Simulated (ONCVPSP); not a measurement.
# Nb (Z = 41): one change to an ONCV potential, before and after

```
Element                 : niobium (Nb)
Generator               : ONCVPSP 4.0.1
Type                    : optimised norm-conserving Vanderbilt (ONCV)
Functional              : PBE
Relativity              : scalar-relativistic
Frozen core             : [Ar] 3d10
Valence charge          : 13
Reference configuration : 4s2 4p6 4d4 5s1
Partial waves           : 4s+5s: rc 1.85 bohr, ncon 3, nbas 8, qcut 7 1/bohr, 2 projectors; 4p: rc 1.20 bohr, ncon 4, nbas 9, qcut 6.3 1/bohr, 2 projectors, debl 3.3 Ha; 4d: rc 1.85 bohr, ncon 3, nbas 6, qcut 5.3 1/bohr, 2 projectors, debl 0.4 Ha
Local potential         : polynomial inside 1.15 bohr (lpopt 4, dvloc0 1 Ha)
Core correction         : Teter function, fcfact 3.25, rcfact 1.45
```

All-electron outer shells of the reference configuration (PBE, scalar-relativistic, ld1.x):

| shell | level (eV) | outermost node (bohr) | outermost maximum (bohr) |
| --- | --- | --- | --- |
| 3d | -196.29 | – | 0.33 |
| 4s | -58.39 | 0.53 | 1.04 |
| 4p | -34.52 | 0.54 | 1.12 |
| 5s | -3.98 | 1.41 | 3.08 |
| 4d | -3.04 | 0.55 | 1.49 |

Change: all radii but the core radius scaled by about 0.88 (s 1.62, p 1.06, d 1.62 bohr); local potential polynomial inside 1.00 bohr (lpopt 4, dvloc0 1 Ha).

Cutoffs: the cutoffs (Ha) at which the residual kinetic energy of the hardest occupied pseudo-wave falls to 1 and 0.1 mHa per electron; they do not see the model core or the augmentation charge, which bear on the density cutoff. Errors are all-electron minus pseudo energies relative to the spin-unpolarised reference configuration.

Question: Predict the effect on cutoff, ghosts and configuration errors.

Answer: The potential gets neither clearly harder nor softer (65 Ha and 178 Ha → 48 Ha and 191 Ha); a bound ghost appears in d, which as a rule spoils a file; the errors of the 3 common tests hardly move.

| quantity | base | changed |
| --- | --- | --- |
| cutoff, loose | 65 Ha | 48 Ha |
| cutoff, tight | 178 Ha | 191 Ha |
| loose cutoff by channel | s 16 Ha, p 65 Ha, d 14 Ha | s 18 Ha, p 48 Ha, d 17 Ha |
| bound ghosts | none | d |
| GHOST(+) flags under 300 eV | s at 188.7 eV | s at 181.0 eV |
| tests with a reliable result | 3 of 4 | 3 of 4 |
| error for 4s2 4p6 4d4 5s0, meV [ΔE 6.64 eV] | -2.0 | -2.0 |
| error for 4s2 4p6 4d3 5s0, meV [ΔE 20.68 eV] | -3.0 | -2.9 |
| error for 4s2 4p6 4d4 5s0.5, meV [ΔE 2.64 eV] | -0.7 | -0.7 |
| rms error of d²Exc/dni dnj with the model core, mHa | 1.34 | 1.15 |

 A true bound ghost makes a file unfit for plane-wave use even where its test errors are small: the radial tests pick states by their node count and pass the ghost by.
